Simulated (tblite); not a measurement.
Compound: C₈H₇O (doublet state).
Bonds: C1–C2 (double), C2–C3, C3–C4 (double), C4–C5, C5–C6 (double), C6–C7, C7–C8, C7–O9 (double), C2–C6. Hydrogens: H10, H11 on C1; H12 on C3; H13 on C4; H14, H15, H16 on C8.

Computed geometry: GFN2-xTB, gas phase. This method treats the open shell by occupation alone, without spin polarisation.

Task: List the bond lengths, angles and torsions at this level.

Result: 
```
                  bond  length (pm)
                 C1=C2        133.2
                 C2–C3        146.2
                 C3=C4        135.3
                 C4–C5        143.1
                 C5=C6        134.5
                 C6–C7        145.5
                 C7–C8        151.3
                 C7=O9        121.5
                 C2–C6        149.0
                C1–H10        107.9
                C1–H11        107.7
                C3–H12        107.5
                C4–H13        107.4
C8–H14, C8–H15, C8–H16        108.7
```

Bonds in one row agree within 1 pm and their mean is given. A selection of angles:
```
   angle  degrees
C1–C2–C3    127.8
C1–C2–C6    126.1
C3–C2–C6    106.0
C2–C3–C4    109.0
C3–C4–C5    107.1
C4–C5–C6    113.1
C5–C6–C7    128.9
C2–C6–C5    104.8
C2–C6–C7    126.2
C6–C7–C8    113.7
C6–C7–O9    124.0
C8–C7–O9    122.2
```

Torsions: C1–C2–C3–C4 180° (antiperiplanar); C2–C3–C4–C5 0° (synperiplanar); C3–C4–C5–C6 0° (synperiplanar); C4–C5–C6–C7 180° (antiperiplanar); C5–C6–C7–C8 0° (synperiplanar); C1–C2–C6–C5 180° (antiperiplanar).

The C–C distances run from 1.332 Å (C1=C2, drawn double) to 1.513 Å (C7–C8, drawn single), a spread of 0.181 Å. Of the pairs four or more bonds apart, O9···H11 is among the closest relative to their van der Waals radii: 2.32 Å, 85 % of the sum of Bondi's values. C7 (carbon bonded to 2 C and O) is planar (angles 124.0°, 122.2° and 113.7°, sum 360.0°, 0.00 Å off the plane of its three neighbours). C6 (carbon bonded to 3 C) is planar (angles 128.9°, 126.2° and 104.8°, sum 360.0°, 0.00 Å off the plane of its three neighbours). C1 (carbon bonded to C and 2 H) is planar (angles 121.1°, 121.0° and 118.0°, sum 360.0°, 0.00 Å off the plane of its three neighbours). The 5-membered ring C2–C3–C4–C5–C6 has internal angles of 104.8° to 113.1° (sum 540°, against 540° for a flat polygon); it is planar, 0.00 Å rms from its mean plane, widest ring torsion 0°. C2 (carbon bonded to 3 C) is planar (angles 127.8°, 126.1° and 106.0°, sum 360.0°, 0.00 Å off the plane of its three neighbours).

Point group: Cs (tolerance 0.08 Å). Its GFN2-xTB frequencies are all real (lowest 29 cm⁻¹).

One conformer stands for the species.
